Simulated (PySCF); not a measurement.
**[PbI2]2+ at several levels of theory**

Computed with PySCF 2.14.0 (density fitting, no spin-orbit coupling) at the geometry relaxed with TPSS:

```xyz
3
[PbI2]2+ (singlet)
Pb    0.0000    0.0000    0.0000
I     0.0000    0.0000    2.6708
I     0.0000    0.0000   -2.6708
```

| level | basis | state | HOMO (eV) | gap (eV) | charge on Pb1 (e) | dipole about the centre of mass (D) | largest force component (eV/Å) |
| --- | --- | --- | --- | --- | --- | --- | --- |
| TPSS | Pb def2-SVP with ECP60, I def2-SVP with ECP28 | singlet | -17.12 | 0.92 | 0.98 | 0.00 | 0.01 |
| wB97X | the same | singlet | -20.24 | 6.52 | 1.01 | 0.00 | 0.41 |
| revPBE | the same | singlet | -16.97 | 0.83 | 0.95 | 0.00 | 0.22 |
| BLYP | the same | singlet | -16.84 | 0.77 | 0.91 | 0.00 | 0.48 |
| M06-L | the same | singlet | -17.01 | 1.07 | 1.02 | 0.00 | 0.20 |
| TPSS | Pb x2c-SVPall, I x2c-SVPall | singlet | -17.15 | 0.92 | 1.09 | 0.00 | 0.15 |

Charges are Mulliken's, which hang on the basis. The relaxation used the grid (50, 194), these runs (75, 302) or, all-electron (x2c bases, spin-free X2C Hamiltonian), (99, 590).

**Question.** What does TPSS with Pb def2-TZVP with ECP60, I def2-TZVP with ECP28 give here?

**Answer.** state singlet, HOMO (eV) -17.03, gap (eV) 1.08, charge on Pb1 (e) 1.08, dipole about the centre of mass (D) 0.00, largest force component (eV/Å) 0.29. Time: 12 s on 2 threads of Arm Neoverse V1 (shared host), from free ions and atoms.

In the first row's basis the gap widens with exact exchange: 0.8 to 1.1 eV for BLYP, revPBE, TPSS, M06-L (none); 6.5 eV for wB97X (rising or full at long range).

No frequency check is given that shows the relaxed geometry to be a minimum. The gap of the closed shell is small, and it wasn't tested for a lower spin-broken solution at this geometry.

Small gap, closed shell not tested for a spin-broken solution: revPBE, BLYP, TPSS (x2c-SVP).
